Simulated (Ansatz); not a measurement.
Born–Oppenheimer molecular dynamics of Cl₂FH₄NSTi (10 atoms, charge 0, multiplicity 1). It starts at the highest image of a converged band, a first-order saddle point between two minima.

Level of theory: RKS B3LYP-D4/def2-SVP in Ansatz.

```yaml
ensemble: NVE (velocity Verlet)
time_step: 0.5 fs
steps_asked: 200
starting_velocities_drawn_for: 300 K
seed: 9913
```

First frame:

```xyz
10
Properties=species:S:1:pos:R:3
Ti 0.030 0.325 0.161
N 0.142 0.027 2.147
H -0.675 -0.435 2.557
H 0.977 -0.479 2.458
Cl 1.860 0.217 -1.046
Cl -1.638 1.599 -0.460
F -0.645 -1.259 -0.125
S 1.044 2.603 1.394
H 2.323 2.163 1.461
H 0.491 1.385 2.215
```

Question: How far do the bonds stretch over the last three quarters of this one trajectory? (Pairs bonded in most of those frames.)

Answer: 
| bond | mean (Å) | spread (Å) | shortest | longest |
| --- | --- | --- | --- | --- |
| Ti1–N2 | 2.304 | 0.047 | 2.23 | 2.40 |
| Ti1–Cl5 | 2.206 | 0.061 | 2.11 | 2.29 |
| Ti1–Cl6 | 2.211 | 0.068 | 2.12 | 2.31 |
| Ti1–F7 | 1.791 | 0.021 | 1.76 | 1.83 |
| Ti1–S8 | 2.411 | 0.238 | 2.11 | 2.83 |
| N2–H3 | 1.032 | 0.042 | 0.96 | 1.11 |
| N2–H4 | 1.029 | 0.024 | 0.98 | 1.08 |
| N2–H10 | 1.037 | 0.057 | 0.94 | 1.15 |
| S8–H9 | 1.360 | 0.012 | 1.34 | 1.38 |

Mean temperature of the second half: 695 K. The conserved energy stayed within 0.38 meV per atom of its start (net change -0.16 meV per atom), so the integration is sound. The kinetic energy rose, since the run started high on the potential surface and went downhill. A run of 0.1 ps of so small a system gives no equilibrium averages. The orbitals stay closed-shell, which can raise the energy where a bond breaks towards radicals; this wasn't checked here.

The run took 10 min on 4 threads of Arm Neoverse V2, on a shared host, peak memory 0.4 GiB.
